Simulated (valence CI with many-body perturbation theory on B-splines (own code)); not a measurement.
Ta³²⁺: fill in the table

Computed by configuration interaction combined with many-body perturbation theory (CI+MBPT): five valence electrons over a frozen Dirac-Fock core [Kr], a basis of 7 s, 7 p, 8 d, 6 f, 4 g, 1 h functions for each j, with the one-electron correlation potential Σ1 (screened to all orders), the two-electron term Σ2, the three-electron term Σ3, Breit, model QED; selected single and double excitations, second order for the rest, scaled by the run's own slope (own B-spline code, finite nucleus).

The last digits are not significant, and no measured levels were compared; by estimate large intervals hold to a few tenths of a per cent, small ones and those within an open d or f shell to about a per cent. The list stops below the first excitations out of the core.

| Level | E (cm⁻¹) |
| --- | --- |
| (4d3/2^4 4d5/2) J=5/2 | 0.0 |
| (4d3/2^3 4d5/2^2) J=5/2 [a] | 93476 |
| (4d3/2^3 4d5/2^2) J=7/2 [a] | 130010 |
| (4d3/2^3 4d5/2^2) J=3/2 [a] | 133830 |
| (4d3/2^3 4d5/2^2) J=11/2 | 137520 |
| (4d3/2^3 4d5/2^2) J=9/2 | ? |
| (4d3/2^3 4d5/2^2) J=5/2 [b] | ? |
| (4d3/2^3 4d5/2^2) J=1/2 | ? |
| (4d3/2^3 4d5/2^2) J=7/2 [b] | 172090 |
| (4d3/2^3 4d5/2^2) J=3/2 [b] | 213210 |
| (4d3/2^2 4d5/2^3) J=5/2 [a] | 223130 |
| (4d3/2^2 4d5/2^3) J=7/2 [a] | 245060 |
| (4d3/2^2 4d5/2^3) J=11/2 | 250210 |
| (4d3/2^2 4d5/2^3) J=9/2 [a] | 255120 |
| (4d3/2^2 4d5/2^3) J=1/2 [a] | ? |
| (4d3/2^2 4d5/2^3) J=13/2 | 267800 |
| (4d3/2^2 4d5/2^3) J=3/2 [a] | 269580 |
| (4d3/2^2 4d5/2^3) J=5/2 [b] | 273300 |
| (4d3/2^2 4d5/2^3) J=9/2 [b] | ? |
| (4d3/2^2 4d5/2^3) J=7/2 [b] | ? |

Levels are named by their leading jj configuration (3d3/2^4 stands for four electrons in 3d with j = 3/2), which in mixed levels can hold well under half, so a name can repeat and another be missing. Letters in brackets count levels of one name in rising energy.

Problem. The levels stand in rising order. What does the calculation give for the missing energies?

Solution. (4d3/2^3 4d5/2^2) J=9/2 149110; (4d3/2^3 4d5/2^2) J=5/2 [b] 156580; (4d3/2^3 4d5/2^2) J=1/2 163120; (4d3/2^2 4d5/2^3) J=1/2 [a] 262560; (4d3/2^2 4d5/2^3) J=9/2 [b] 291730; (4d3/2^2 4d5/2^3) J=7/2 [b] 297020.
